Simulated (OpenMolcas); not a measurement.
## Multiconfigurational calculation on Co2+

Input:

```
&GATEWAY
Coord
1

Co 0.0 0.0 0.0
Basis=ANO-RCC-VDZP
Group=XYZ
NoMove
AngMom=0.0 0.0 0.0
AMFI
&SEWARD
&RASSCF
FileOrb=start.orb
Symmetry=1
Spin=4
nActEl=7 0 0
Inactive=3 6
Ras2=5 0
CIRoot=10 10 1
SDav=10
CIMx=300
Iter=120 100
PrWF=0.3
OrbListing=Nothing
MaxOrb=0
Atom
>>> COPY $Project.JobIph JOB001
&RASSCF
FileOrb=start.orb
Symmetry=1
Spin=2
nActEl=7 0 0
Inactive=3 6
Ras2=5 0
CIRoot=40 40 1
SDav=40
CIMx=300
Iter=120 100
PrWF=0.3
OrbListing=Nothing
MaxOrb=0
Atom
>>> COPY $Project.JobIph JOB002
&RASSI
NrOfJobIphs=2 10 40
1 2 3 4 5 6 7 8 9 10
1 2 3 4 5 6 7 8 9 10 11 12 13 14 15 16 17 18 19 20 21 22 23 24 25 26 27
28 29 30 31 32 33 34 35 36 37 38 39 40
IphNames
JOB001
JOB002
EJob
SpinOrbit
DIPRint=1.0
SOCoupling=1000.0
Subsets=2
MEES
Property=10
'ANGMOM' 1 'ANGMOM' 2 'ANGMOM' 3 'MLTPL  1' 1 'MLTPL  1' 2 'MLTPL  1' 3
'AMFI' 1 'AMFI' 2 'AMFI' 3 'MLTPL  2' 6
SOProperty=3
'ANGMOM' 1 'ANGMOM' 2 'ANGMOM' 3
```

Launched by
```bash
OMP_NUM_THREADS=1 MOLCAS_MEM=1689 MOLCAS_PROJECT=a pymolcas a.inp > a.log  # once for each step of the input, in one work folder
```

A driver script runs the steps one by one and writes start.orb anew before each from the orbitals found so far.

Output, cut to the results:

```
--- SEWARD ---
Basis set label: CO.ANO-RCC...5S4P2D1F.

      Electronic valence basis set:
      ------------------
      Associated Effective Charge  27.000000 au
      Associated Actual Charge     27.000000 au
      Nuclear Model: Point charge

      Shell  nPrim  nBasis  Cartesian Spherical Contaminant
         s      21       5        X
         p      15       4        X
         d      10       2                 X
         f       6       1                 X
                  Relativistic Douglas-Kroll-Hess integrals:
                    - DKH order of Hamiltonian: 2
                    - DKH order of Properties : 0
                  Atomic mean-field integrals
--- RASSCF ---
Wave function specifications:
      -----------------------------

      Number of closed shell electrons          18
      Number of electrons in active shells       7
      Max number of holes in RAS1 space          0
      Max nr of electrons in RAS3 space          0
      Number of inactive orbitals                9
      Number of active orbitals                  5
      Number of secondary orbitals              20
      Spin quantum number                      1.5
      State symmetry                             1
Orbital specifications:
      -----------------------

      Symmetry species                           1   2
                                                ag  au
      Frozen orbitals                            0   0
      Inactive orbitals                          3   6
      Active orbitals                            5   0
      RAS1 orbitals                              0   0
      RAS2 orbitals                              5   0
      RAS3 orbitals                              0   0
      Secondary orbitals                         7  13
      Deleted orbitals                           0   0
      Number of basis functions                 15  19
      Number of CSFs                            10
      Number of root(s) required                10
      Iter CI   SX   CI       RASSCF       Energy    max ROT     max BLB   max BLB  Level Ln srch  Step   QN
          iter iter root      energy       change     param      element    value   shift minimum  type update
 Nr of preliminary CI iterations:   1
      Total energies have been shifted. Add                -1000.00 au
        1   1    5    0  -390.92045105    0.00E+00  -8.65E-02    6  13 1  2.23E-01*  0.00   0.00    SX    NO
        2   1    5    0  -390.94292826   -2.25E-02*  6.75E-02    4  10 2  2.34E-01*  0.00   0.00    SX    NO
        3   1    5    0  -390.94840343   -5.48E-03* -6.23E-02    6  12 2 -1.91E-01*  0.00   0.00    SX    NO
        4   1    5    0  -390.95653524   -8.13E-03*  5.59E-02    6  12 2  1.73E-01*  0.00   0.00    SX    NO
        5   1    5    0  -390.95924791   -2.71E-03* -2.40E-02    5  11 2 -1.58E-01*  0.00   0.52    LS   YES
        6   1    5    0  -390.98057728   -2.13E-02* -3.47E-03    5  11 2 -1.45E-02*  0.00   1.12    QN   YES
        7   1    4    0  -390.98084355   -2.66E-04*  1.59E-04    4  10 2  1.14E-03*  0.00   0.95    QN   YES
        8   1    3    0  -390.98084443   -8.83E-07* -4.65E-06    6  12 2  4.92E-05   0.00   1.01    QN   YES
        9   1    3    0  -390.98084444   -1.59E-09  -1.03E-06    4  10 2  6.62E-06   0.00   1.18    QN   YES
      Convergence after  9 iterations
       10   1    3    0  -390.98084444   -4.00E-11  -1.03E-06    3   9 1 -3.89E-08   0.00   1.18    QN   YES
      Natural orbitals and occupation numbers for root  1
      sym 1:   1.745656   1.254344   1.745656   1.254344   1.000000
      Natural orbitals and occupation numbers for root  2
      sym 1:   1.000000   1.115763   1.884237   1.115763   1.884237
      Natural orbitals and occupation numbers for root  3
      sym 1:   1.000000   1.113007   1.113007   1.886993   1.886993
::    RASSCF root number  1 Total energy:  -1391.00617426
::    RASSCF root number  2 Total energy:  -1391.00617426
::    RASSCF root number  3 Total energy:  -1391.00617426
::    RASSCF root number  4 Total energy:  -1391.00617426
::    RASSCF root number  5 Total energy:  -1391.00617426
::    RASSCF root number  6 Total energy:  -1391.00617426
::    RASSCF root number  7 Total energy:  -1391.00617426
::    RASSCF root number  8 Total energy:  -1390.92174152
::    RASSCF root number  9 Total energy:  -1390.92174152
::    RASSCF root number 10 Total energy:  -1390.92174152
--- RASSCF ---
Wave function specifications:
      -----------------------------

...
--- RASSI ---
SPIN-FREE ENERGIES:
  (Shifted by EMIN (a.u.) =      -1391.0061742581)

 SF State       Relative EMIN(au)   Rel lowest level(eV)    D:o, cm**(-1)      L_eff

     1             0.0000000000        0.0000000000              0.0000         3.0
     2             0.0000000000        0.0000000000              0.0000         3.0
     3             0.0000000000        0.0000000000              0.0000         3.0
     4             0.0000000000        0.0000000000              0.0000         3.0
     5             0.0000000000        0.0000000000              0.0000         3.0
     6             0.0000000000        0.0000000000              0.0000         3.0
     7             0.0000000000        0.0000000000              0.0000         3.0
     8             0.0844327387        2.2975318657          18530.8442         1.0
     9             0.0844327387        2.2975318657          18530.8442         1.0
    10             0.0844327387        2.2975318657          18530.8442         1.0
    11             0.0846035699        2.3021804186          18568.3373         4.0
    12             0.0846035699        2.3021804186          18568.3373         4.0
    13             0.0846035699        2.3021804186          18568.3373         4.0
    14             0.0846035699        2.3021804186          18568.3373         4.0
    15             0.0846035699        2.3021804186          18568.3373         4.0
    16             0.0846035699        2.3021804186          18568.3373         4.0
    17             0.0846035699        2.3021804186          18568.3373         4.0
    18             0.0846035699        2.3021804186          18568.3373         4.0
    19             0.0846035699        2.3021804186          18568.3373         4.0
    20             0.1125919920        3.0637841821          24711.0859         4.2
    21             0.1125919920        3.0637841821          24711.0859         4.9
...
```

Levels above the lowest, from the spin-orbit matrix, grouped by J:

| Configuration | Term | J | E (cm-1) | Measured (cm-1) | g | Term weight % | Second |
| --- | --- | --- | --- | --- | --- | --- | --- |
| 3d7 | 4F | 9/2 | 0.0 | 0.0 | 1.334 | 100 |  |
| 3d7 | 4F | 7/2 | 856 | 841 | 1.238 | 100 |  |
| 3d7 | 4F | 5/2 | 1488 | 1451 | 1.029 | 100 |  |
| 3d7 | 4F | 3/2 | 1922 | 1867 | 0.399 | 100 |  |
| 3d7 | 2G | 9/2 | 19032 | 16978 | 1.108 | 98 |  |
| 3d7 | 4P | 5/2 | 19092 | 15202 | 1.600 | 100 |  |
| 3d7 | 4P | 3/2 | 19385 | 15428 | 1.722 | 97 | 3 2P |
| 3d7 | 4P | 1/2 | 19783 | 15811 | 2.646 | 99 |  |
| 3d7 | 2G | 7/2 | 19846 | 17766 | 0.889 | 100 |  |
| 3d7 | 2P | 3/2 | 25170 | 20195 | 1.281 | 85 | 12 2D(1) |
| 3d7 | 2H | 11/2 | 25305 | 22720 | 1.091 | 100 |  |
| 3d7 | 2P | 1/2 | 26021 |  | 0.690 | 99 |  |
| 3d7 | 2H | 9/2 | 26023 | 23434 | 0.912 | 98 |  |
| 3d7 | 2D(1) | 5/2 | 27398 | 23059 | 1.201 | 100 |  |
| 3d7 | 2D(1) | 3/2 | 28663 | 24237 | 0.865 | 88 | 12 2P |
| 3d7 | 2F | 5/2 | 43803 | 37021 | 0.857 | 100 |  |
| 3d7 | 2F | 7/2 | 44159 | 37316 | 1.143 | 100 |  |
| 3d7 | 2D(2) | 3/2 | 68333 |  | 0.800 | 100 |  |
| 3d7 | 2D(2) | 5/2 | 68744 |  | 1.200 | 100 |  |

Against the 15 measured excited levels shown (Sugar and Corliss, J. Phys. Chem. Ref. Data 10, 1097 (1981)) the mean absolute deviation is 3200 cm-1; the largest miss in energy is 3d7 2F 7/2: computed 44159, measured 37316 cm-1 (+18.3 %), and the largest in proportion 3d7 4P 3/2 (+25.6 %).

Without dynamic correlation excited terms often stand tens of per cent too high (terms of higher spin than the ground term too low), and those without a measured partner can miss by more than the paired ones. Measured partners are found by configuration, term and J. A level has none where our copy of the source lacks it or the pairing is in doubt (some pairs that miss far off the trend of their configuration count as doubtful), and it then counts in no deviation. Only configurations of the active space appear.

The term weight is that of the spin-free term in the level, not the purity of its configuration. A number in round brackets counts repeated terms of one configuration in the order of the reference energies.
